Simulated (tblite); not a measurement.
A geometry optimisation, step by step.

C4H10Ge.
Atom-mapped SMILES: `[CH2:1]=[CH:2][GeH2:3][CH2:4][CH3:5]` (hydrogens: H6, H7 on C1; H8 on C2; H9, H10 on Ge3; H11, H12 on C4; H13, H14, H15 on C5)

Computed with GFN2-xTB (tblite), gas phase: L-BFGS steps from a force-field or distance-geometry start until the largest atomic force falls under 0.01 eV/Å. 13 of its 172 geometries are shown.

Step 0: E = -422.1059 eV, largest atomic force 1.499 eV/Å
```
atom  x, y, z in Å  |  force x, y, z in eV/Å
C1     -3.044   -0.015   -0.030   -1.316  -0.638   0.031
C2     -1.888   -0.627   -0.192   -0.263  -0.106   0.056
Ge3    -0.284    0.418   -0.262    0.208   0.815   0.060
C4      1.336   -0.636   -0.334    0.661  -1.302   0.337
C5      2.465    0.317    0.016   -0.769   1.171   0.150
H6     -3.958   -0.651    0.013    0.484   0.895   0.041
H7     -3.149    1.067    0.047    0.002  -0.501  -0.031
H8     -1.883   -1.712   -0.248    0.166   0.198  -0.046
H9     -0.171    1.331    1.010   -0.165  -0.328  -0.667
H10    -0.253    1.335   -1.499   -0.134  -0.111   0.412
H11     1.493   -1.140   -1.309   -0.065   0.359   0.442
H12     1.331   -1.452    0.432   -0.117   0.403  -0.549
H13     2.210    0.707    1.048    0.876  -0.441  -0.974
H14     3.455   -0.140   -0.059   -0.269   0.370   0.150
H15     2.336    1.206   -0.667    0.700  -0.782   0.588
```

Step 14: E = -422.4227 eV, largest atomic force 0.218 eV/Å
```
atom  x, y, z in Å  |  force x, y, z in eV/Å
C1     -3.156   -0.063   -0.031   -0.019   0.015  -0.006
C2     -1.971   -0.630   -0.200   -0.023   0.016   0.044
Ge3    -0.306    0.417   -0.271   -0.100  -0.019  -0.034
C4      1.385   -0.621   -0.298   -0.036  -0.086   0.011
C5      2.537    0.314    0.027   -0.020   0.148  -0.003
H6     -4.088   -0.611    0.036    0.165  -0.030  -0.032
H7     -3.247    1.011    0.048    0.009  -0.024   0.003
H8     -1.900   -1.710   -0.271   -0.006   0.079  -0.018
H9     -0.263    1.348    0.916   -0.038  -0.011   0.021
H10    -0.330    1.363   -1.453   -0.017  -0.069   0.020
H11     1.543   -1.074   -1.277   -0.053   0.021  -0.053
H12     1.351   -1.441    0.418   -0.044  -0.017   0.070
H13     2.425    0.718    1.030    0.047  -0.059   0.106
H14     3.507   -0.171   -0.054   -0.004  -0.069   0.005
H15     2.509    1.159   -0.654    0.138   0.104  -0.133
```

Step 28: E = -422.4406 eV, largest atomic force 0.074 eV/Å
```
atom  x, y, z in Å  |  force x, y, z in eV/Å
C1     -3.160   -0.074   -0.033    0.001  -0.009   0.004
C2     -1.968   -0.623   -0.194    0.014  -0.003   0.002
Ge3    -0.324    0.443   -0.256    0.040  -0.020  -0.005
C4      1.378   -0.586   -0.288   -0.073   0.011   0.009
C5      2.572    0.310    0.019   -0.040  -0.009   0.001
H6     -4.075   -0.646    0.007   -0.002  -0.057  -0.007
H7     -3.274    0.994    0.068    0.012   0.040   0.004
H8     -1.891   -1.699   -0.289    0.008  -0.017  -0.014
H9     -0.328    1.369    0.932    0.005   0.048  -0.021
H10    -0.371    1.339   -1.469    0.001   0.039   0.038
H11     1.493   -1.043   -1.274    0.020   0.011   0.059
H12     1.335   -1.399    0.440   -0.005   0.020  -0.040
H13     2.490    0.712    1.028    0.012  -0.010   0.003
H14     3.506   -0.244   -0.057    0.007  -0.002  -0.004
H15     2.612    1.154   -0.669   -0.001  -0.042  -0.029
```

Step 43: E = -422.4517 eV, largest atomic force 0.126 eV/Å
```
atom  x, y, z in Å  |  force x, y, z in eV/Å
C1     -3.146   -0.118   -0.037   -0.004  -0.006   0.020
C2     -1.926   -0.602   -0.205   -0.030   0.026  -0.012
Ge3    -0.325    0.524   -0.241   -0.073   0.040   0.070
C4      1.329   -0.560   -0.260    0.111   0.060  -0.009
C5      2.577    0.273    0.005    0.066  -0.019   0.012
H6     -4.025   -0.745   -0.026   -0.010  -0.003   0.005
H7     -3.316    0.940    0.104    0.015  -0.066  -0.017
H8     -1.793   -1.670   -0.338   -0.015   0.053  -0.002
H9     -0.347    1.470    0.935    0.012  -0.044  -0.015
H10    -0.379    1.434   -1.441    0.031   0.003  -0.030
H11     1.413   -1.044   -1.235    0.008  -0.019  -0.031
H12     1.255   -1.360    0.478   -0.017   0.008   0.041
H13     2.537    0.723    0.996   -0.039  -0.012   0.006
H14     3.479   -0.340   -0.048   -0.066   0.035  -0.033
H15     2.662    1.081   -0.721    0.009  -0.055  -0.006
```

Step 57: E = -422.4559 eV, largest atomic force 0.019 eV/Å
```
atom  x, y, z in Å  |  force x, y, z in eV/Å
C1     -3.154   -0.146   -0.034   -0.005   0.000   0.003
C2     -1.917   -0.575   -0.223    0.002   0.003  -0.005
Ge3    -0.329    0.571   -0.237    0.006   0.008  -0.009
C4      1.313   -0.539   -0.248   -0.010  -0.012   0.004
C5      2.588    0.255   -0.005   -0.004   0.006   0.005
H6     -4.006   -0.810   -0.029    0.000  -0.003  -0.003
H7     -3.369    0.899    0.124    0.007   0.006   0.006
H8     -1.749   -1.634   -0.377   -0.003   0.000  -0.008
H9     -0.348    1.496    0.952   -0.007  -0.006   0.000
H10    -0.351    1.487   -1.435   -0.001  -0.004   0.008
H11     1.379   -1.054   -1.209   -0.007  -0.003   0.000
H12     1.214   -1.315    0.515    0.011  -0.004   0.006
H13     2.560    0.731    0.973   -0.002   0.012   0.009
H14     3.462   -0.393   -0.046    0.018  -0.005  -0.001
H15     2.704    1.035   -0.755   -0.004   0.000  -0.014
```

Step 71: E = -422.4597 eV, largest atomic force 0.057 eV/Å
```
atom  x, y, z in Å  |  force x, y, z in eV/Å
C1     -3.147   -0.158   -0.023   -0.020  -0.009   0.002
C2     -1.918   -0.557   -0.302    0.005   0.009  -0.002
Ge3    -0.326    0.578   -0.204   -0.015   0.001   0.021
C4      1.304   -0.546   -0.180    0.005   0.000   0.002
C5      2.589    0.257   -0.044    0.005  -0.013  -0.007
H6     -3.997   -0.822   -0.069   -0.036  -0.036  -0.021
H7     -3.365    0.857    0.267    0.043   0.031   0.022
H8     -1.757   -1.590   -0.589    0.000   0.007  -0.011
H9     -0.427    1.476    1.002    0.027  -0.013  -0.010
H10    -0.252    1.518   -1.379   -0.032   0.016  -0.025
H11     1.324   -1.117   -1.111    0.030  -0.032  -0.005
H12     1.234   -1.274    0.630   -0.014   0.006   0.029
H13     2.573    0.850    0.869    0.007   0.014  -0.007
H14     3.460   -0.397   -0.010   -0.016  -0.003  -0.015
H15     2.702    0.934   -0.889    0.010   0.022   0.025
```

Step 86: E = -422.4683 eV, largest atomic force 0.048 eV/Å
```
atom  x, y, z in Å  |  force x, y, z in eV/Å
C1     -3.139   -0.173   -0.003   -0.006   0.006   0.004
C2     -1.935   -0.533   -0.419   -0.045   0.005   0.010
Ge3    -0.327    0.554   -0.181    0.001  -0.006  -0.015
C4      1.311   -0.560   -0.083    0.003  -0.027  -0.026
C5      2.588    0.269   -0.100   -0.005  -0.015  -0.003
H6     -4.018   -0.782   -0.157    0.015  -0.015   0.001
H7     -3.300    0.761    0.515    0.026  -0.029  -0.007
H8     -1.820   -1.481   -0.933   -0.001   0.035   0.003
H9     -0.474    1.397    1.058   -0.008   0.019  -0.008
H10    -0.207    1.541   -1.317    0.016  -0.020   0.005
H11     1.319   -1.261   -0.921   -0.010   0.013   0.005
H12     1.270   -1.165    0.827    0.014   0.038  -0.019
H13     2.578    0.996    0.711    0.038  -0.010   0.000
H14     3.466   -0.366    0.011    0.004   0.000   0.030
H15     2.683    0.812   -1.040   -0.042   0.007   0.022
```

Step 100: E = -422.4741 eV, largest atomic force 0.049 eV/Å
```
atom  x, y, z in Å  |  force x, y, z in eV/Å
C1     -3.120   -0.234    0.019   -0.017  -0.012  -0.008
C2     -1.929   -0.468   -0.504    0.022   0.007  -0.014
Ge3    -0.329    0.603   -0.170   -0.002  -0.006   0.005
C4      1.285   -0.539   -0.002   -0.004  -0.013  -0.006
C5      2.587    0.239   -0.132   -0.001  -0.008  -0.005
H6     -3.984   -0.846   -0.201    0.008   0.004   0.009
H7     -3.283    0.592    0.692   -0.012   0.021   0.043
H8     -1.811   -1.308   -1.177    0.004  -0.021  -0.023
H9     -0.536    1.449    1.058   -0.005   0.013  -0.007
H10    -0.129    1.579   -1.303    0.007  -0.005  -0.013
H11     1.247   -1.312   -0.772   -0.001  -0.011  -0.001
H12     1.257   -1.055    0.959   -0.015   0.007   0.005
H13     2.633    1.042    0.601   -0.003   0.003   0.033
H14     3.444   -0.415    0.020    0.011   0.007  -0.009
H15     2.664    0.684   -1.122    0.007   0.012  -0.008
```

Step 114: E = -422.4783 eV, largest atomic force 0.042 eV/Å
```
atom  x, y, z in Å  |  force x, y, z in eV/Å
C1     -3.091   -0.297    0.050    0.040  -0.010  -0.007
C2     -1.935   -0.399   -0.586   -0.029  -0.005   0.015
Ge3    -0.327    0.634   -0.185    0.001   0.008  -0.006
C4      1.265   -0.527    0.070   -0.001   0.001  -0.004
C5      2.577    0.216   -0.146    0.003  -0.006   0.003
H6     -3.955   -0.885   -0.221   -0.002  -0.005   0.012
H7     -3.222    0.384    0.876    0.011   0.007  -0.007
H8     -1.850   -1.103   -1.406   -0.010   0.006  -0.005
H9     -0.573    1.514    1.013    0.001  -0.004  -0.008
H10    -0.053    1.570   -1.336   -0.001   0.002  -0.004
H11     1.202   -1.367   -0.625   -0.002   0.008   0.000
H12     1.239   -0.950    1.076    0.001  -0.004  -0.006
H13     2.671    1.045    0.552   -0.009  -0.001   0.008
H14     3.429   -0.448   -0.009   -0.008  -0.006   0.012
H15     2.619    0.621   -1.156    0.005   0.009  -0.003
```

Step 128: E = -422.4833 eV, largest atomic force 0.053 eV/Å
```
atom  x, y, z in Å  |  force x, y, z in eV/Å
C1     -3.058   -0.304    0.104   -0.007  -0.007   0.040
C2     -1.944   -0.409   -0.601    0.015  -0.001   0.034
Ge3    -0.332    0.644   -0.273    0.007  -0.004  -0.020
C4      1.247   -0.526    0.009    0.007  -0.001   0.000
C5      2.569    0.224   -0.076   -0.011   0.012  -0.006
H6     -3.934   -0.909   -0.078    0.018   0.002  -0.038
H7     -3.134    0.405    0.912   -0.026   0.019   0.031
H8     -1.893   -1.135   -1.404   -0.004   0.009  -0.009
H9     -0.552    1.574    0.893   -0.016  -0.021  -0.014
H10    -0.065    1.532   -1.463    0.007  -0.004  -0.005
H11     1.224   -1.316   -0.744    0.009   0.000  -0.004
H12     1.170   -1.016    0.982   -0.049  -0.016  -0.011
H13     2.645    0.954    0.728    0.015  -0.010  -0.005
H14     3.407   -0.467   -0.001    0.017   0.027   0.026
H15     2.645    0.757   -1.021    0.018  -0.006  -0.019
```

Step 142: E = -422.4876 eV, largest atomic force 0.057 eV/Å
```
atom  x, y, z in Å  |  force x, y, z in eV/Å
C1     -3.047   -0.277    0.161    0.009   0.004  -0.023
C2     -1.952   -0.440   -0.564   -0.036   0.020   0.015
Ge3    -0.329    0.626   -0.353    0.007  -0.041   0.039
C4      1.258   -0.536   -0.080   -0.016  -0.003  -0.013
C5      2.564    0.240   -0.008    0.002   0.012   0.009
H6     -3.933   -0.879    0.024    0.004  -0.017   0.010
H7     -3.105    0.482    0.925    0.006  -0.003  -0.004
H8     -1.934   -1.216   -1.319    0.001   0.013  -0.011
H9     -0.528    1.583    0.793    0.020   0.003  -0.006
H10    -0.101    1.480   -1.574   -0.008  -0.001  -0.014
H11     1.304   -1.251   -0.905   -0.013   0.000   0.002
H12     1.123   -1.118    0.833   -0.011  -0.007  -0.009
H13     2.575    0.887    0.867    0.000   0.023   0.002
H14     3.414   -0.438    0.057    0.011   0.010   0.002
H15     2.685    0.865   -0.891    0.024  -0.012   0.001
```

Step 157: E = -422.4908 eV, largest atomic force 0.020 eV/Å
```
atom  x, y, z in Å  |  force x, y, z in eV/Å
C1     -3.037   -0.297    0.193    0.003   0.008  -0.004
C2     -1.969   -0.409   -0.580    0.003   0.005  -0.003
Ge3    -0.325    0.624   -0.374    0.012  -0.005  -0.006
C4      1.256   -0.544   -0.089   -0.009   0.003   0.001
C5      2.555    0.243    0.012   -0.009   0.004  -0.001
H6     -3.927   -0.890    0.044    0.002  -0.001   0.010
H7     -3.067    0.405    1.012    0.011  -0.012  -0.011
H8     -1.983   -1.126   -1.393   -0.008   0.002   0.010
H9     -0.480    1.611    0.752   -0.008  -0.011  -0.003
H10    -0.095    1.443   -1.621   -0.003   0.006   0.004
H11     1.318   -1.253   -0.917    0.003   0.007   0.003
H12     1.106   -1.134    0.817    0.003   0.008  -0.001
H13     2.527    0.920    0.865   -0.002  -0.004  -0.013
H14     3.408   -0.424    0.133   -0.009   0.000   0.001
H15     2.709    0.839   -0.886    0.010  -0.009   0.014
```

Step 171: E = -422.4921 eV, largest atomic force 0.009 eV/Å
```
atom  x, y, z in Å  |  force x, y, z in eV/Å
C1     -3.001   -0.322    0.221    0.005  -0.003  -0.003
C2     -1.976   -0.387   -0.612   -0.001  -0.002   0.003
Ge3    -0.327    0.639   -0.415   -0.006  -0.003   0.005
C4      1.241   -0.536   -0.098   -0.001   0.000  -0.005
C5      2.546    0.237    0.033    0.001   0.002  -0.001
H6     -3.896   -0.913    0.093   -0.002   0.003  -0.001
H7     -2.988    0.339    1.074    0.001   0.000   0.002
H8     -2.030   -1.064   -1.458    0.004   0.003   0.004
H9     -0.486    1.625    0.711   -0.003   0.000  -0.002
H10    -0.091    1.456   -1.661    0.007   0.002  -0.002
H11     1.318   -1.249   -0.921   -0.002  -0.007  -0.005
H12     1.065   -1.121    0.807   -0.002   0.001   0.004
H13     2.495    0.935    0.866   -0.001   0.001   0.003
H14     3.383   -0.439    0.202   -0.002   0.000   0.001
H15     2.743    0.807   -0.873    0.004   0.004  -0.003
```

Task: Summarise the path.

Result: The energy falls by 8.90 kcal/mol from step 0 to step 171; nine tenths of that is first reached at step 45. It rises by more than 0.2 meV at steps 96, 99, 102, 105 and 108. The largest force goes from 1.499 to 0.009 eV/Å. Among the bonds Ge3–H9 changes most, from 1.570 to 1.506 Å; the atoms move by 0.616 Å rms after alignment.

Task: Follow the three bonds and two angles with the largest change from start to end.

Result: 
```json
{"step": "0", "E above end (kcal/mol)": "8.90", "largest force (eV/Å)": "1.499", "Ge3–H9 (Å)": "1.570", "Ge3–C4 (Å)": "1.934", "C5–H13 (Å)": "1.133", "Ge3–C4–C5 (°)": "105.8", "Ge3–C2–H8 (°)": "122.6"}
{"step": "7", "E above end (kcal/mol)": "2.66", "largest force (eV/Å)": "0.325", "Ge3–H9 (Å)": "1.503", "Ge3–C4 (Å)": "1.957", "C5–H13 (Å)": "1.090", "Ge3–C4–C5 (°)": "104.7", "Ge3–C2–H8 (°)": "117.9"}
{"step": "15", "E above end (kcal/mol)": "1.52", "largest force (eV/Å)": "0.154", "Ge3–H9 (Å)": "1.511", "Ge3–C4 (Å)": "1.985", "C5–H13 (Å)": "1.088", "Ge3–C4–C5 (°)": "109.1", "Ge3–C2–H8 (°)": "118.7"}
{"step": "22", "E above end (kcal/mol)": "1.28", "largest force (eV/Å)": "0.083", "Ge3–H9 (Å)": "1.506", "Ge3–C4 (Å)": "1.983", "C5–H13 (Å)": "1.088", "Ge3–C4–C5 (°)": "110.6", "Ge3–C2–H8 (°)": "118.7"}
{"step": "30", "E above end (kcal/mol)": "1.15", "largest force (eV/Å)": "0.080", "Ge3–H9 (Å)": "1.510", "Ge3–C4 (Å)": "1.986", "C5–H13 (Å)": "1.088", "Ge3–C4–C5 (°)": "111.5", "Ge3–C2–H8 (°)": "118.4"}
{"step": "37", "E above end (kcal/mol)": "1.02", "largest force (eV/Å)": "0.087", "Ge3–H9 (Å)": "1.506", "Ge3–C4 (Å)": "1.986", "C5–H13 (Å)": "1.089", "Ge3–C4–C5 (°)": "113.0", "Ge3–C2–H8 (°)": "118.7"}
{"step": "45", "E above end (kcal/mol)": "0.88", "largest force (eV/Å)": "0.063", "Ge3–H9 (Å)": "1.507", "Ge3–C4 (Å)": "1.985", "C5–H13 (Å)": "1.088", "Ge3–C4–C5 (°)": "113.0", "Ge3–C2–H8 (°)": "117.1"}
{"step": "52", "E above end (kcal/mol)": "0.84", "largest force (eV/Å)": "0.023", "Ge3–H9 (Å)": "1.507", "Ge3–C4 (Å)": "1.982", "C5–H13 (Å)": "1.089", "Ge3–C4–C5 (°)": "113.3", "Ge3–C2–H8 (°)": "116.3"}
{"step": "59", "E above end (kcal/mol)": "0.83", "largest force (eV/Å)": "0.021", "Ge3–H9 (Å)": "1.508", "Ge3–C4 (Å)": "1.981", "C5–H13 (Å)": "1.089", "Ge3–C4–C5 (°)": "113.5", "Ge3–C2–H8 (°)": "116.4"}
{"step": "67", "E above end (kcal/mol)": "0.79", "largest force (eV/Å)": "0.061", "Ge3–H9 (Å)": "1.507", "Ge3–C4 (Å)": "1.982", "C5–H13 (Å)": "1.088", "Ge3–C4–C5 (°)": "113.6", "Ge3–C2–H8 (°)": "116.5"}
{"step": "74", "E above end (kcal/mol)": "0.72", "largest force (eV/Å)": "0.062", "Ge3–H9 (Å)": "1.505", "Ge3–C4 (Å)": "1.983", "C5–H13 (Å)": "1.089", "Ge3–C4–C5 (°)": "113.3", "Ge3–C2–H8 (°)": "116.6"}
{"step": "82", "E above end (kcal/mol)": "0.61", "largest force (eV/Å)": "0.150", "Ge3–H9 (Å)": "1.507", "Ge3–C4 (Å)": "1.985", "C5–H13 (Å)": "1.090", "Ge3–C4–C5 (°)": "112.1", "Ge3–C2–H8 (°)": "117.3"}
{"step": "89", "E above end (kcal/mol)": "0.53", "largest force (eV/Å)": "0.030", "Ge3–H9 (Å)": "1.506", "Ge3–C4 (Å)": "1.982", "C5–H13 (Å)": "1.089", "Ge3–C4–C5 (°)": "113.2", "Ge3–C2–H8 (°)": "116.9"}
{"step": "97", "E above end (kcal/mol)": "0.46", "largest force (eV/Å)": "0.065", "Ge3–H9 (Å)": "1.506", "Ge3–C4 (Å)": "1.984", "C5–H13 (Å)": "1.087", "Ge3–C4–C5 (°)": "113.4", "Ge3–C2–H8 (°)": "116.5"}
{"step": "104", "E above end (kcal/mol)": "0.38", "largest force (eV/Å)": "0.028", "Ge3–H9 (Å)": "1.506", "Ge3–C4 (Å)": "1.985", "C5–H13 (Å)": "1.088", "Ge3–C4–C5 (°)": "113.0", "Ge3–C2–H8 (°)": "116.0"}
{"step": "112", "E above end (kcal/mol)": "0.33", "largest force (eV/Å)": "0.052", "Ge3–H9 (Å)": "1.506", "Ge3–C4 (Å)": "1.986", "C5–H13 (Å)": "1.089", "Ge3–C4–C5 (°)": "112.8", "Ge3–C2–H8 (°)": "115.8"}
{"step": "119", "E above end (kcal/mol)": "0.30", "largest force (eV/Å)": "0.050", "Ge3–H9 (Å)": "1.506", "Ge3–C4 (Å)": "1.987", "C5–H13 (Å)": "1.088", "Ge3–C4–C5 (°)": "112.7", "Ge3–C2–H8 (°)": "115.7"}
{"step": "126", "E above end (kcal/mol)": "0.23", "largest force (eV/Å)": "0.056", "Ge3–H9 (Å)": "1.507", "Ge3–C4 (Å)": "1.985", "C5–H13 (Å)": "1.089", "Ge3–C4–C5 (°)": "113.3", "Ge3–C2–H8 (°)": "116.4"}
{"step": "134", "E above end (kcal/mol)": "0.15", "largest force (eV/Å)": "0.030", "Ge3–H9 (Å)": "1.505", "Ge3–C4 (Å)": "1.984", "C5–H13 (Å)": "1.089", "Ge3–C4–C5 (°)": "113.3", "Ge3–C2–H8 (°)": "116.7"}
{"step": "141", "E above end (kcal/mol)": "0.11", "largest force (eV/Å)": "0.054", "Ge3–H9 (Å)": "1.507", "Ge3–C4 (Å)": "1.985", "C5–H13 (Å)": "1.088", "Ge3–C4–C5 (°)": "113.2", "Ge3–C2–H8 (°)": "117.0"}
{"step": "149", "E above end (kcal/mol)": "0.06", "largest force (eV/Å)": "0.046", "Ge3–H9 (Å)": "1.507", "Ge3–C4 (Å)": "1.985", "C5–H13 (Å)": "1.089", "Ge3–C4–C5 (°)": "113.0", "Ge3–C2–H8 (°)": "116.3"}
{"step": "156", "E above end (kcal/mol)": "0.03", "largest force (eV/Å)": "0.022", "Ge3–H9 (Å)": "1.506", "Ge3–C4 (Å)": "1.985", "C5–H13 (Å)": "1.089", "Ge3–C4–C5 (°)": "112.6", "Ge3–C2–H8 (°)": "116.1"}
{"step": "164", "E above end (kcal/mol)": "0.01", "largest force (eV/Å)": "0.024", "Ge3–H9 (Å)": "1.505", "Ge3–C4 (Å)": "1.983", "C5–H13 (Å)": "1.089", "Ge3–C4–C5 (°)": "112.9", "Ge3–C2–H8 (°)": "116.3"}
{"step": "171", "E above end (kcal/mol)": "0.00", "largest force (eV/Å)": "0.009", "Ge3–H9 (Å)": "1.506", "Ge3–C4 (Å)": "1.985", "C5–H13 (Å)": "1.088", "Ge3–C4–C5 (°)": "112.9", "Ge3–C2–H8 (°)": "116.6"}
```

The cost below is that of the whole relaxation. On one thread of an Arm Neoverse V1, on a shared host, this took 0.84 s wall.
